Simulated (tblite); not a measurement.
C5H12F3P2 (charge +1).
Bonds: C1–C2, C2–P3, P3–C4, C4–P5, P5–C6, P5–C7, C7–F8, C7–F9, C7–F10. Hydrogens: H11, H12, H13 on C1; H14, H15 on C2; H16, H17 on P3; H18, H19 on C4; H20, H21, H22 on C6.

Computed with GFN2-xTB (tblite), gas phase: L-BFGS steps from a force-field or distance-geometry start until the largest atomic force falls under 0.01 eV/Å.

Step 11: E = -969.1235 eV
```
atom  x, y, z in Å  |  force x, y, z in eV/Å
C1      3.6276   -0.4958    0.4087    0.079   0.171   0.036
C2      2.6242    0.6574    0.3004   -0.362  -0.023  -0.115
P3      1.0502   -0.0404   -0.2893    0.198  -0.030  -0.111
C4     -0.5129    0.8764   -0.1480   -0.002  -0.145  -0.031
P5     -1.6329   -0.6623   -0.2600   -0.016  -0.119   0.119
C6     -2.6408   -0.4829    1.2701    0.043   0.064  -0.310
C7     -2.7876   -0.0713   -1.6609    0.215  -0.079   0.336
F8     -4.0441   -0.3979   -1.3968   -0.006   0.020  -0.211
F9     -2.3572   -0.7173   -2.7544   -0.287   0.192  -0.017
F10    -2.7232    1.2422   -1.9107   -0.112  -0.109  -0.016
H11     4.5096   -0.1284    0.9152    0.236   0.024   0.061
H12     3.2458   -1.3362    0.9854   -0.138   0.089   0.096
H13     3.9394   -0.8894   -0.5562   -0.097   0.170  -0.107
H14     2.9584    1.4685   -0.3561    0.086  -0.170  -0.032
H15     2.3918    1.1222    1.2669    0.201  -0.128   0.104
H16     1.1820   -0.4812   -1.5877   -0.038   0.076   0.000
H17     0.9116   -1.2231    0.3990   -0.016   0.056   0.116
H18    -0.6668    1.5990   -0.9532    0.135  -0.080  -0.085
H19    -0.6019    1.4131    0.7972    0.032  -0.066   0.136
H20    -3.3737    0.3195    1.1967    0.013   0.027   0.036
H21    -1.9618   -0.3179    2.1061   -0.057   0.012  -0.015
H22    -3.1481   -1.4349    1.4253   -0.109   0.050   0.009
```

Step 12: E = -969.1444 eV
```
atom  x, y, z in Å  |  force x, y, z in eV/Å
C1      3.6337   -0.4892    0.4109    0.019   0.068   0.018
C2      2.6210    0.6557    0.2994   -0.168   0.011  -0.043
P3      1.0538   -0.0428   -0.2928    0.039  -0.036  -0.019
C4     -0.5134    0.8749   -0.1476   -0.020  -0.195   0.000
P5     -1.6261   -0.6768   -0.2560   -0.049   0.032   0.005
C6     -2.6436   -0.4825    1.2615    0.089   0.034  -0.167
C7     -2.7825   -0.0712   -1.6489    0.093  -0.117   0.149
F8     -4.0416   -0.4026   -1.3960    0.029   0.095  -0.106
F9     -2.3729   -0.7056   -2.7561   -0.154   0.138  -0.022
F10    -2.7158    1.2443   -1.8977   -0.138  -0.152   0.070
H11     4.5197   -0.1230    0.9149    0.152   0.012   0.025
H12     3.2469   -1.3307    0.9844   -0.086   0.102   0.120
H13     3.9355   -0.8867   -0.5552   -0.047   0.172  -0.116
H14     2.9626    1.4627   -0.3564    0.056  -0.110  -0.042
H15     2.3999    1.1160    1.2710    0.138  -0.100   0.063
H16     1.1800   -0.4809   -1.5942   -0.029   0.071   0.044
H17     0.9134   -1.2233    0.4081    0.006   0.117   0.037
H18    -0.6775    1.5911   -0.9614    0.176  -0.133   0.051
H19    -0.6183    1.4053    0.8055    0.102  -0.112  -0.046
H20    -3.3640    0.3312    1.1793   -0.001  -0.020   0.036
H21    -1.9635   -0.3141    2.0995   -0.114  -0.015  -0.049
H22    -3.1574   -1.4322    1.4255   -0.094   0.135  -0.007
```

Step 13: E = -969.1565 eV
```
atom  x, y, z in Å  |  force x, y, z in eV/Å
C1      3.6365   -0.4841    0.4127   -0.010  -0.005   0.004
C2      2.6160    0.6551    0.2982    0.043   0.029   0.031
P3      1.0561   -0.0452   -0.2953   -0.066  -0.033   0.044
C4     -0.5126    0.8713   -0.1474   -0.012  -0.177   0.017
P5     -1.6238   -0.6827   -0.2532   -0.028   0.058  -0.080
C6     -2.6439   -0.4817    1.2551    0.033   0.023  -0.030
C7     -2.7788   -0.0730   -1.6403   -0.047  -0.085  -0.037
F8     -4.0406   -0.4038   -1.4001    0.016   0.092   0.008
F9     -2.3837   -0.6980   -2.7567   -0.033   0.061  -0.039
F10    -2.7162    1.2423   -1.8935   -0.105  -0.113   0.144
H11     4.5274   -0.1208    0.9157    0.048   0.002  -0.022
H12     3.2441   -1.3251    0.9858   -0.027   0.118   0.101
H13     3.9314   -0.8806   -0.5570   -0.021   0.158  -0.077
H14     2.9656    1.4568   -0.3579    0.025  -0.053  -0.048
H15     2.4070    1.1107    1.2745    0.077  -0.066   0.030
H16     1.1789   -0.4791   -1.5975   -0.017   0.052   0.038
H17     0.9136   -1.2215    0.4135    0.018   0.113   0.004
H18    -0.6761    1.5857   -0.9650    0.170  -0.149   0.108
H19    -0.6210    1.4001    0.8093    0.123  -0.132  -0.131
H20    -3.3614    0.3353    1.1755    0.000  -0.028   0.012
H21    -1.9666   -0.3131    2.0959   -0.108  -0.023  -0.049
H22    -3.1624   -1.4292    1.4252   -0.079   0.160  -0.026
```

Problem. Estimate the geometry and energy of step 14. (The exact step hangs on the optimiser's Hessian estimate; all steps are aligned on step 13, rigid shifts and turns removed.)

Solution. E = -969.1653 eV, largest force 0.230 eV/Å
```
atom  x, y, z in Å  |  force x, y, z in eV/Å
C1      3.6388   -0.4809    0.4135   -0.017  -0.032  -0.006
C2      2.6132    0.6549    0.2977    0.173   0.030   0.072
P3      1.0568   -0.0465   -0.2959   -0.077  -0.020   0.072
C4     -0.5137    0.8642   -0.1472    0.013  -0.121   0.022
P5     -1.6221   -0.6879   -0.2533   -0.014   0.014  -0.114
C6     -2.6430   -0.4805    1.2486   -0.048   0.032   0.056
C7     -2.7761   -0.0762   -1.6342   -0.139  -0.033  -0.161
F8     -4.0396   -0.4022   -1.4010   -0.030   0.045   0.085
F9     -2.3917   -0.6909   -2.7587    0.042  -0.001  -0.054
F10    -2.7179    1.2393   -1.8854   -0.060  -0.042   0.175
H11     4.5335   -0.1190    0.9152   -0.029  -0.005  -0.057
H12     3.2431   -1.3197    0.9894    0.015   0.118   0.069
H13     3.9294   -0.8743   -0.5596   -0.014   0.132  -0.033
H14     2.9683    1.4525   -0.3594    0.002  -0.011  -0.048
H15     2.4131    1.1061    1.2772    0.034  -0.030   0.017
H16     1.1774   -0.4770   -1.5979   -0.006   0.030   0.016
H17     0.9147   -1.2179    0.4171    0.020   0.065   0.008
H18    -0.6741    1.5786   -0.9651    0.153  -0.137   0.104
H19    -0.6228    1.3936    0.8093    0.121  -0.133  -0.138
H20    -3.3585    0.3388    1.1702    0.008  -0.023  -0.009
H21    -1.9706   -0.3125    2.0924   -0.073  -0.021  -0.032
H22    -3.1684   -1.4230    1.4246   -0.072   0.141  -0.044
```

The energy changes by -0.0089 eV. The first-order estimate −F·Δx gives -0.0118 eV and the mean of the old and new forces, exact on a quadratic surface, -0.0089 eV. The step makes an angle of 51° with the force vector and moves no atom by more than 0.011 Å.

What follows is the cost of the whole relaxation. On Intel Xeon Platinum 8488C, one thread, no GPU, shared host with 192 logical CPUs at a one-minute load of 14, this took 2.4 s.
